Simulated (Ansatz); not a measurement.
Wavefunction ladder for `[NH2][Mg][O][SiH3]`

Cartesian coordinates in Å:
```
N -1.9098 -2.2260 0.6892
Mg -0.7184 -0.8404 0.2624
O 0.4202 0.4845 -0.1463
Si 1.4374 1.6755 -0.5189
H -1.8922 -3.1646 0.3205
H -2.6867 -2.1705 1.3300
H 0.7832 3.0123 -0.3963
H 2.6299 1.6788 0.3800
H 1.9365 1.5504 -1.9208
```

Total charge 0; spin multiplicity 1. Correlated methods include outer-core shells of Mg, which these sets cover unevenly. Geometry: relaxed with PBE0-D4/def2-TZVP. It is one conformer, not always the lowest. Frozen core, restricted reference, Ansatz 0.2.0. CBS rows extrapolate triple and quadruple zeta; past MP2 they add the triple-zeta difference. For Mg the program correlates outer-core shells too, which these sets cover unevenly, so the extrapolated numbers aren't a true limit.

```json
{"basis": "def2-SVP", "HF (Eh)": "-620.60896", "MP2 corr.": "-0.49874", "CCSD corr.": "-0.53291", "(T)": "-0.01178", "CCSD(T) total": "-621.15365"}
{"basis": "def2-TZVPP", "HF (Eh)": "-620.95046", "MP2 corr.": "-0.78532", "CCSD corr.": "-0.81797", "(T)": "-0.02360", "CCSD(T) total": "-621.79203"}
{"basis": "def2-QZVPP", "HF (Eh)": "-620.97659", "MP2 corr.": "-0.87176", "CCSD corr.": "–", "(T)": "–", "CCSD(T) total": "–"}
{"basis": "CBS(def2)", "HF (Eh)": "-620.98019", "MP2 corr.": "-0.93579", "CCSD corr.": "-0.96845", "(T)": "as TZ", "CCSD(T) total": "-621.97224"}
```
